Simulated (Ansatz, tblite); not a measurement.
Isomers of CdCl2⁺ (doublet), found by a short tight-binding search and relaxed with r2SCAN-D4/def2-TZVP in Ansatz.

In the def2 sets Cd takes a core potential; there is no spin–orbit coupling. The xTB rows come from tblite. HSE06 is defined as in plane-wave codes, on full-range PBE exchange. Correlated methods freeze 10 core orbitals; core or outer-core shells of Cd are correlated, in sets that lack core-valence functions. In CCSD on the charge 1 doublet the largest single amplitude is 0.16, so its Hartree–Fock determinant may place the open shell otherwise than the density functionals do.

B: At PBE-D4/def2-TZVP, revPBE-D4/def2-TZVP the gap within one spin of the charge 1 doublet nearly closes, so an electron or hole may be smeared out by delocalisation error.

Other spin states were run for one of them alone.

A:

Cartesian coordinates in Å:
```
Cd 1.449 0.554 1.383
Cl 0.240 -0.265 -0.945
Cl -1.689 -0.289 -0.438
```

B:

```xyz
3

Cd   -0.0005   -0.0012    0.0002
Cl    0.5799   -0.5937   -2.1381
Cl   -0.5795    0.5949    2.1379
```

Q: Estimate which lies lowest at each level, and how far above it the others are (kcal/mol).

A: 
```csv
level,A,B
GFN1-xTB,0.0,4.8
GFN2-xTB,7.3,0.0
HF/def2-TZVPP,10.1,0.0
PBE-D4/def2-TZVP,16.3,0.0
revPBE-D4/def2-TZVP,14.2,0.0
r2SCAN-D4/def2-TZVP,19.5,0.0
PBE0-D4/def2-TZVP,10.1,0.0
HSE06-D4/def2-TZVP,10.8,0.0
MP2/def2-TZVPP,0.0,0.2
CCSD/def2-TZVPP,2.5,0.0
CCSD(T)/def2-TZVPP,2.6,0.0
```
Point groups (tolerance 0.1 Å): A Cs, B D∞h. Lower isomers may exist.
